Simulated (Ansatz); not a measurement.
CCSD(T) forces

Si2H3OF (SMILES F[Si]O[SiH3]), closed shell, displaced at random from its PBE0-D4/def2-TZVP minimum.

```xyz
7
angstrom
F 0.6545 -1.8726 1.7661
Si -0.3781 -2.1538 0.3534
O -0.5601 -0.8906 -0.3330
Si 0.0251 0.9148 -0.4229
H -0.5019 1.2682 -1.5124
H -0.5858 1.6320 0.7676
H 1.4289 1.0655 -0.7212
```

Program: Ansatz 0.2.0. Basis: def2-TZVPP. Cores are frozen in the correlated methods.

CCSD(T) forces from the calculation:
```tsv
atom	Fx	Fy	Fz (eV/Å)
F1	-1.406	-0.045	-2.092
Si2	2.289	-8.073	6.162
O3	0.407	11.101	-4.070
Si4	0.398	-4.130	5.368
H5	-3.097	1.907	-5.449
H6	0.612	-0.481	-0.513
H7	0.797	-0.280	0.594
```

(1) Which atom feels the largest CCSD(T) force, and how large is it?

No T1 diagnostic of these runs exceeds 0.016. These are differences at one structure, and CCSD(T) in triple zeta is itself an approximation.

Answers

(1) O3, 11.83 eV/Å, along (0.03, 0.94, -0.34).

Root-mean-square difference of the force components from those of CCSD(T): PBE-D4 0.232; r2SCAN-D4 0.142; PBE0-D4 0.156; wB97M-V 0.123 eV/Å.

For scale, one of the runs: CCSD(T)/def2-TZVPP forces, 188 basis functions (an equivalent command: `ansatz run in.yaml --threads 4`). Hardware: 4 CPU threads, shared host. Wall time 2.8 min; peak host memory 3.7 GiB.
